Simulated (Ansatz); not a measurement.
An input meant for LaO2H (charge 0, singlet).

```yaml
crystal:
  periodic: [false, false, false]
  atoms:
    - {symbol: La, position_ang: [0.183808, -0.619448, -0.698249]}
    - {symbol: O, position_ang: [0.509267, -0.436969, 1.448004]}
    - {symbol: O, position_ang: [-0.962171, -0.017034, 1.341919]}
    - {symbol: H, position_ang: [0.563421, 1.596710, -1.597177]}
basis:
  gaussian: {orbitals: def2-SVPD}
hamiltonian: {xc: {name: wB97X}}
scf: {omitted_lower_state_checks: [starts]}
relax: {f_tol: 0.0001, max_steps: 3}
output: {forces: true}
```

```sh
$ ansatz run in.yaml --threads 2 --pin off --events-out ev --progress --plain --max-ram 4352MiB
```

Q: Predict how Ansatz answers.

A: The SCF steps converged, but the relaxation ran out of steps. The relaxation is allowed too few steps for its threshold.
```
Functional definition: wB97X
712 factors; their error is unknown
316 factors; integrals over basis functions are off by at most 3.0e-6 eV
mean field evaluation 1: about -4954.8957 eV, gradient 5.5e1 eV
mean field evaluation 2: about -4886.5326 eV, gradient 1.9e2 eV
mean field evaluation 4: about -4962.6731 eV, gradient 9.7e0 eV
mean field evaluation 8: about -4962.8521 eV, gradient 2.8e-1 eV
mean field evaluation 16: about -4962.8541 eV, gradient 8.5e-4 eV
mean field -4962.85410478 eV, -182.3815244072 hartree, gradient 2.2e-5 eV, S^2 0.000000; 0 other end points of the search recorded, 0 dependent functions left out
reference -4962.85405797 eV, -182.3815226871 hartree; 14, 14 occupied and 75, 75 virtual orbitals, 712 factors
relax step   1: F+E_penalty+E_count = -4962.85410478 eV  Δ(F+E_penalty+E_count) = +0.000e0 eV  max|allowed force component| = 2.802e0 eV/Å  Δτ_max = 0.0000 Å  (36 SCF iters, accepted)
712 factors; their error is unknown
316 factors; integrals over basis functions are off by at most 2.8e-6 eV
mean field -4963.50730064 eV, -182.4055289126 hartree, gradient 1.7e-5 eV, S^2 0.000000; 0 other end points of the search recorded, 0 dependent functions left out
reference -4963.50725328 eV, -182.4055271719 hartree; 14, 14 occupied and 75, 75 virtual orbitals, 712 factors
relax step   2: F+E_penalty+E_count = -4963.50730064 eV  Δ(F+E_penalty+E_count) = -6.532e-1 eV  max|allowed force component| = 2.140e0 eV/Å  Δτ_max = 0.1949 Å  (42 SCF iters, accepted)
712 factors; their error is unknown
316 factors; integrals over basis functions are off by at most 2.8e-6 eV
mean field evaluation 32: about -4963.0529 eV, gradient 1.3e1 eV
mean field -4963.60983921 eV, -182.4092971355 hartree, gradient 1.6e-5 eV, S^2 0.000000; 0 other end points of the search recorded, 0 dependent functions left out
reference -4963.60979359 eV, -182.4092954588 hartree; 14, 14 occupied and 75, 75 virtual orbitals, 712 factors
relax step   3: F+E_penalty+E_count = -4963.60983921 eV  Δ(F+E_penalty+E_count) = -1.025e-1 eV  max|allowed force component| = 5.107e-1 eV/Å  Δτ_max = 0.1518 Å  (44 SCF iters, accepted)
Error: geometry relaxation did not converge after 3 steps: max|allowed force component| = 5.11e-1 eV/Å (threshold 1.0e-4). Raise `relax.max_steps` over both its present limit and 3, loosen `relax.f_tol`, or start from a geometry closer to equilibrium. Where this run's directory can be resumed (`checkpoint.write`), a resume goes on for up to `relax.max_steps` more
```
